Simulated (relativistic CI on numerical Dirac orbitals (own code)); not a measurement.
## Line list: Electric-dipole lines, Gd¹²⁺

Computed by Dirac-Coulomb-Breit CI, orbitals from a KLI potential per configuration, QED by a radiative potential, unscaled Slater integrals (own radial code, finite nucleus).

CI space (outside the closed core [Kr] 4d10): 4f4 5s2, 4f6, 4f5 5s, 4f3 5s2 5p, 4f4 5s 5p, 4f5 5p, 4f3 5s 5p2, 4f2 5s2 5p 5d, 4f3 5s2 5d, 4f2 5s2 5p 6s, 4f5 6s, 4f3 5s2 6s, 4f3 5s2 6d, 4f3 5s2 7s, 4f3 5s 6s2, 4f2 5s2 5p2, 4f 5s2 5p3, 4f2 5s 5p3, 4f 5s2 5p2 5d, 4f 5s2 5p2 6s, 4f 5s2 5p2 6d, 4f2 5s2 6s2, 4f 5s2 5p 6s2, 4f2 5s 5p 6s2, 4f 5s2 5d 6s2, 4f 5s2 6s2 6d. Double excitations out of closed p, d and f shells are left out; levels of such configurations are missing from the list, as are those of other unlisted configurations, and high levels can miss mixing partners.

| λ vac (nm) | Lower | Upper | A (s⁻¹) | gf | Branching (%) |
| --- | --- | --- | --- | --- | --- |
| 59.456 | 4f4 5s2 5I_4 [1] | 4f4 5s 5p 7H°_5 [338] | 6.01e+07 | 3.50e-02 | 12.9 |
| 59.813 | 4f4 5s2 5I_5 [2] | 4f4 5s 5p 7H°_6 [353] | 1.14e+08 | 7.94e-02 | 27.6 |
| 59.939 | 4f4 5s2 5I_4 [1] | 4f4 5s 5p 7I°_4 [330] | 2.38e+08 | 1.15e-01 | 46.6 |
| 60.131 | 4f4 5s2 5I_6 [3] | 4f4 5s 5p 7H°_7 [367] | 1.74e+08 | 1.41e-01 | 45.6 |
| 60.185 | 4f4 5s2 5I_4 [1] | 4f5 5s 5H°_3 [325] | 1.93e+08 | 7.35e-02 | 99.5 |
| 60.265 | 4f4 5s2 5I_4 [1] | 4f4 5s 5p 7I°_3 [324] | 3.68e+08 | 1.40e-01 | 99.7 |
| 60.394 | 4f4 5s2 5I_7 [4] | 4f4 5s 5p 7H°_8 [382] | 2.82e+08 | 2.62e-01 | 69.7 |
| 60.474 | 4f4 5s2 5I_5 [2] | 4f4 5s 5p 7H°_5 [338] | 2.70e+08 | 1.63e-01 | 58.0 |
| 60.696 | 4f4 5s2 5I_8 [5] | 4f4 5s 5p 7I°_9 [395] | 4.77e+08 | 5.00e-01 | 99.7 |
| 60.919 | 4f4 5s2 5I_6 [3] | 4f4 5s 5p 7H°_6 [353] | 2.38e+08 | 1.72e-01 | 57.6 |
| 60.974 | 4f4 5s2 5I_5 [2] | 4f4 5s 5p 7I°_4 [330] | 2.70e+08 | 1.36e-01 | 52.9 |
| 61.288 | 4f4 5s2 5I_7 [4] | 4f4 5s 5p 7H°_7 [367] | 1.87e+08 | 1.58e-01 | 49.0 |
| 61.577 | 4f4 5s2 5I_8 [5] | 4f4 5s 5p 7H°_8 [382] | 1.21e+08 | 1.17e-01 | 30.0 |
| 61.605 | 4f4 5s2 5I_6 [3] | 4f4 5s 5p 7H°_5 [338] | 1.33e+08 | 8.34e-02 | 28.6 |
| 62.108 | 4f4 5s2 5I_7 [4] | 4f4 5s 5p 7H°_6 [353] | 5.97e+07 | 4.48e-02 | 14.5 |
| 62.359 | 4f4 5s2 5I_8 [5] | 4f5 5s 5K°_9 [368] | 2.47e+07 | 2.74e-02 | 99.8 |
| 62.507 | 4f4 5s2 5I_8 [5] | 4f4 5s 5p 7H°_7 [367] | 1.97e+07 | 1.73e-02 | 5.2 |
| 63.939 | 4f4 5s2 5I_7 [4] | 4f4 5s 5p 7H°_8 [319] | 9.12e+07 | 9.50e-02 | 77.1 |
| 64.565 | 4f4 5s2 5I_6 [3] | 4f4 5s 5p 7K°_7 [289] | 1.07e+08 | 1.01e-01 | 86.0 |
| 65.070 | 4f4 5s2 5I_5 [2] | 4f4 5s 5p 7K°_6 [272] | 8.63e+07 | 7.12e-02 | 80.3 |
| 65.267 | 4f4 5s2 5I_8 [5] | 4f4 5s 5p 7H°_8 [319] | 2.67e+07 | 2.89e-02 | 22.5 |
| 65.502 | 4f4 5s2 5I_4 [1] | 4f4 5s 5p 7K°_5 [250] | 5.85e+07 | 4.14e-02 | 58.1 |
| 65.595 | 4f4 5s2 5F_2 [7] | 4f4 5s 5p 7G°_3 [391] | 5.45e+07 | 2.46e-02 | 63.0 |
| 66.069 | 4f4 5s2 5F_1 [6] | 4f4 5s 5p 7G°_2 [383] | 4.48e+07 | 1.46e-02 | 52.8 |
| 66.740 | 4f4 5s2 5I_5 [2] | 4f4 5s 5p 7K°_5 [250] | 1.91e+07 | 1.40e-02 | 18.9 |
| 67.011 | 4f4 5s2 5I_4 [1] | 4f4 5s 5p 7K°_4 [225] | 6.32e+07 | 3.83e-02 | 78.5 |
| 67.313 | 4f4 5s2 5I_8 [5] | 4f4 5s 5p 7K°_7 [289] | 1.38e+07 | 1.41e-02 | 11.1 |
| 67.795 | 4f4 5s2 5I_7 [4] | 4f4 5s 5p 7K°_6 [272] | 1.97e+07 | 1.76e-02 | 18.3 |
| 68.120 | 4f4 5s2 5I_6 [3] | 4f4 5s 5p 7K°_5 [250] | 2.30e+07 | 1.76e-02 | 22.9 |
| 68.307 | 4f4 5s2 5I_5 [2] | 4f4 5s 5p 7K°_4 [225] | 1.72e+07 | 1.09e-02 | 21.4 |

Terms are leading LS components. Brackets give the number of a level in order of energy, since labels repeat. The list gives strong lines, with weight on those to low levels, without lines whose two gauges differ by over a factor of 2.5, among the lowest 400 of 8258 levels, so that lines to higher ones, which can be the strongest, are missing. Levels whose partners in the same complex of configurations lie outside the list can be far off, and so can their lines. Rates are taken at the computed energies, electric ones in the length gauge.

At this charge energies of transitions that change n are usually good to better than 1 %, and those within a shell (Δn = 0) to a few per cent. Terms inside the open d or f shell come out 10 to 20 % too wide with unscaled integrals. Levels and lines within the n = 5 or 6 shells can be off by up to 10 % or somewhat more, and those that change n by about 2 %, since core polarisation is missing.

**Question.** From the table, what is the radiative lifetime of 4f4 5s 5p 7H°_5?

**Answer.** The listed rates from this level add up to about 4.63e+08 s⁻¹, 100 % of its decay; with all channels τ = 2.15e-09 s.

LS names give the leading component of a level, which can be under half, so a name can repeat, a term be missing and a line seem to break the LS rules.
